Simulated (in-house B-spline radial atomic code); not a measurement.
# RPA and G0W0 on PBE: the calcium ion Ca⁺

Configuration [Ar] 4s1, highest spin, mean-field start PBE. Computed with an all-electron radial atomic-structure program (B-spline basis): all electrons, scalar-relativistic (spin-free one-electron X2C), finite nucleus, each spin shell either full or empty, empty states to l = 9 with an (l + 1/2)⁻⁴ tail; G0W0 by contour deformation at full frequency.

RPA overbinds a lone outer s electron by self-correlation, and G0W0 tends to as well.

Command:
```bash
python run_gw.py task.json out
```
Settings (radii: box in bohr, nucleus in fm):
```
Z                        20
electrons                19
configuration            [Ar] 4s1
hamiltonian              x2c
method                   pbe,pbe
lmax                     9
rms_radius               3.4776
spin_polarised           True
box_radius               23.78
intervals                71
ion_configuration        [Ne] 3s2 3p6
```

Run time, properties included: 4.1 s on 1 thread of Arm Neoverse V1, with other jobs on the host.

Energies (hartree):

```tsv
term	value
mean-field total	-680.02462
Hartree-Fock functional on these orbitals	-679.43585
direct second order	-1.4252
second-order exchange	0.49225
SOSEX correction	0.4359
```

**Question.** What is the RPA correlation energy, and what remains with SOSEX?

**Answer.** RPA gives -1.208 hartree (-1.73 eV per electron); RPA + SOSEX gives -0.77206, and the second-order doubles -0.93294 hartree (no singles). RPA lacks exchange-type terms and so overcorrelates at short range.

Quasi-particle levels (eV):

| level | occupied | mean field | Σx - vxc | Σc | QP weight | G0W0 |
| --- | --- | --- | --- | --- | --- | --- |
| 4s up | yes | -9.338 | -2.02 | ? | ? | ? |
| 3d up | no | -8.505 | 7.61 | -3.42 | 0.675 | -4.308 |

G0W0 = mean field + (Σx - vxc) + Σc, with Σc (partial-wave tail included) taken at the quasi-particle energy. Only the outer levels were computed. Levels of low weight are left out.

**Question.** Where does G0W0 put 4s up?

**Answer.** At -12.360 eV, with Σc = -1.00 eV and a quasi-particle weight of 0.888. The tabulated removal energy is 11.872 eV (NIST, measured); the calculation leaves out spin-orbit coupling, Breit and QED terms, and what these don't explain is the method's own error.

**Question.** What does it cost to remove one electron (to [Ne] 3s2 3p6) by differences of total energies, each species on its own start (correlation terms add to the Hartree-Fock functional)?

**Answer.** PBE 12.037 eV, Hartree-Fock functional 11.324 eV, + RPA 12.470 eV, + RPA + SOSEX 11.798 eV, + second order 12.204 eV. Tabulated: 11.872 eV (NIST, measured); the calculation leaves out spin-orbit coupling, Breit and QED terms, and what these don't explain is the method's own error.
